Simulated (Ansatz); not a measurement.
`F[Si]1([SiH3])[O][GeH2]1` → `F[Si@H]1[O][Ge@H]1[SiH3]`  (isomerisation)

Isolated molecules relaxed with PBE0-D4/def2-TZVP in Ansatz; ΔE leaves out vibrations. CCSD(T)/CBS is the MP2 limit (def2-TZVPP, def2-QZVPP) plus CCSD(T) − MP2 in def2-TZVPP, frozen cores. DFT in def2-TZVPP. B3LYP here is the variant with VWN-RPA as its local correlation; programs differ in this. For Ge outer-core shells are correlated without core-valence functions, which leaves a few kJ/mol of doubt a bond. Scalar relativity is left out up to krypton.

(1) Is it downhill or uphill in electronic energy at CCSD(T)/CBS, and by how much? (Best estimate.)

(2) What do these levels give: PBE-D4, r2SCAN-D4, B3LYP-D4, ωB97X-V, B2PLYP, r2SCAN, B3LYP, MP2/def2-TZVPP, CCSD(T)/def2-TZVPP, MP2/def2-QZVPP, SCS-MP2/def2-QZVPP, MP2/CBS(def2)? (Best estimate.)

Largest T1 diagnostic among the species: 0.015.

Answers

(1) The calculation gave: Downhill: ΔE = -5.4 kcal/mol.

(2) The calculation gave: PBE-D4 -3.9, r2SCAN-D4 -4.7, B3LYP-D4 -4.9, ωB97X-V -4.6, B2PLYP -5.4, r2SCAN -4.7, B3LYP -5.0, MP2/def2-TZVPP -6.1, CCSD(T)/def2-TZVPP -5.3, MP2/def2-QZVPP -6.1, SCS-MP2/def2-QZVPP -5.9, MP2/CBS(def2) -6.2 kcal/mol.
